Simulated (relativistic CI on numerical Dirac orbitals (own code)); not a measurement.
Tc²⁺: resonant inelastic scattering at the M2,3 edge

Computed with this model: Dirac-Coulomb-Breit CI, KLI orbitals optimised for each configuration, QED by a radiative potential, Kramers-Heisenberg scattering through one core-hole configuration in a parametric crystal field, unscaled Slater integrals; configurations [Kr] 4d5 → [Ne] 3s2 3p5 3d10 4s2 4p6 4d6; 300 K; core-hole width 2 eV; summed over polarisations. Incident energies are the highest absorption maxima for each field (at most a few, so the weaker spin-orbit partner edge can be absent), on the computed scale of the free ion. Intensities are in per cent of the strongest line above 0.02 eV; levels within 1 cm⁻¹ are merged; final levels count from the ground level, the first row holds all elastic scattering, lines under 0.4 are left out and each table stops after 24 rows. The scale of the Slater integrals is a model choice and moves the terms in proportion.

Field parameters in Wybourne normalisation: Oh B⁴₀ = 21Dq, B⁴₄ = √(5/14) B⁴₀; Td as Oh with Dq negative (B⁴₀ = 21Dq, B⁴₄ = √(5/14) B⁴₀). The field is a parameter set, without covalency.

S is read from ⟨S²⟩ = S(S + 1).

Oh, 10Dq = 32450 cm⁻¹:

```
Final level (eV)  Degeneracy  Irrep     S  429.1 eV  432.2 eV  452.5 eV
           0.000           2     Γ7  0.51     216.4     504.9      58.7
           0.179           4     Γ8  0.51     100.0      25.6       4.1
           2.209           4     Γ8  1.54       0.4       4.2       1.5
           2.223           2     Γ7  1.54       3.2      32.1      13.3
           2.268           4     Γ8  1.50       2.0      25.3      11.2
           2.289           2     Γ6  1.50       0.6       9.2       4.0
           2.984           4     Γ8  2.06       1.4      13.1       6.0
           2.989           2     Γ6  1.50       0.3       3.0       1.8
           2.998           4     Γ8  1.91       1.6      14.7       9.1
           3.016           4     Γ8  1.60       1.0      20.1      11.0
           3.024           2     Γ7  1.51       0.7       8.2       4.5
           3.642           4     Γ8  0.51      14.4      94.0      26.0
           3.650           2     Γ7  0.52       3.7      31.5       9.2
           3.735           2     Γ6  0.51       0.5       5.8       1.2
           3.929           2     Γ7  0.51       2.7      15.9      20.5
           3.963           4     Γ8  0.51       2.8      28.7       6.1
           4.173           4     Γ8  0.51       3.7      41.1      10.6
           4.873           4     Γ8  0.51       0.9      10.3      17.0
           4.880           2     Γ6  0.51       1.6      20.4       2.5
           5.169           4     Γ8  0.51       6.5      31.2       3.2
           5.243           2     Γ7  0.51       0.9       3.0       2.3
           5.484           2     Γ6  0.50       0.9       2.7       5.1
           5.945           4     Γ8  1.50       0.0       0.1       0.4
           6.194           4     Γ8  1.02       1.8      11.5       1.5
```

Td, 10Dq = -4500 cm⁻¹:

```csv
Final level (eV),Degeneracy,Irrep,S,431.8 eV,452.2 eV
0.000,6,Γ7+Γ8,2.50,4514.0,598.3
2.626,4,Γ8,1.49,24.6,6.4
2.629,2,Γ6,1.50,7.2,6.1
2.637,2,Γ7,1.49,29.4,10.0
2.643,4,Γ8,1.49,54.6,20.0
2.883,2,Γ6,1.50,0.9,4.9
2.886,4,Γ8,1.50,2.9,12.2
2.900,4,Γ8,1.49,10.5,5.1
2.910,2,Γ7,1.49,5.6,1.6
2.966,4,Γ8,1.49,5.4,3.6
2.969,2,Γ7,1.49,3.4,2.1
2.974,2,Γ6,1.49,3.4,3.4
2.976,4,Γ8,1.50,8.7,8.2
3.475,2,Γ7,1.49,49.8,41.5
3.497,4,Γ8,1.48,74.9,53.3
3.536,4,Γ8,1.49,51.8,24.3
3.579,2,Γ6,1.50,16.3,11.9
3.597,2,Γ7,1.49,51.6,33.6
3.637,4,Γ8,1.41,100.0,84.0
3.673,2,Γ6,1.49,60.9,55.8
3.691,4,Γ8,0.70,14.5,12.8
3.776,2,Γ6,1.50,8.4,6.8
3.798,2,Γ7,0.63,3.1,2.3
3.816,4,Γ8,1.49,16.8,10.7
```

For the first field the strongest loss at the lowest incident energy is the level at 0.18 eV (S = 0.51, against 0.51 in the thermal ground state). Levels of other spin, the first over 8 % at 2.22 eV, appear because spin-orbit coupling of the core hole, and in heavier ions of the valence shell too, mixes spins.
